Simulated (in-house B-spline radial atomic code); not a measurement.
**Ionising I with different functionals**

Computed with an all-electron radial atomic-structure program (B-spline basis): four-component Dirac-Coulomb Hamiltonian, Fermi nucleus of rms radius 4.75 fm, spin-restricted, spherical fractional occupations for the functionals. The ionisation energy is the difference of two self-consistent energies, [Kr] 4d10 5s2 5p5 → [Kr] 4d10 5s2 5p4, without Breit or QED terms; ε is the level of the shell that loses the electron (mean over j). The electron is taken from both j subshells in proportion to 2j + 1, so the result is a j average, not the step between ground levels.

Hybrids are left out here: with spherical fractional occupations of an open shell their exact exchange keeps a self-interaction that integer-occupation calculations don't have.

```tsv
method	rung	ΔSCF (eV)	-ε(5p) (eV)
LDA VWN5	LDA	11.33	7.27
relativistic LDA	LDA	11.33	7.26
LDA PW92	LDA	?	?
LDA exchange-only	LDA	10.12	6.12
PBE	GGA	11.16	7.11
PBEsol	GGA	11.18	7.12
BLYP	GGA	10.99	6.94
RPBE	GGA	11.12	7.07
PW91	GGA	11.21	7.16
BP86	GGA	11.27	7.22
AM05	GGA	11.14	7.08
OLYP	GGA	?	?
```

Task: What does OLYP give?

Result: ΔSCF 11.03 eV, and -ε(5p) = 6.97 eV.

Task: What does LDA PW92 give?

Result: ΔSCF 11.33 eV, and -ε(5p) = 7.26 eV.

Task: How do they compare with the NIST value?

Result: NIST lists 10.451 eV (measured, ground level to ground level). Errors run from -0.33 to +0.88 eV. The correlated functionals all miss on the same side by more than they spread, so the cause is common to them (Breit-QED terms, spin polarisation, the choice among j levels, multiplet and fine-structure energies, or a listed next ion that isn't the cheapest removal here) and closeness doesn't rank the functionals.
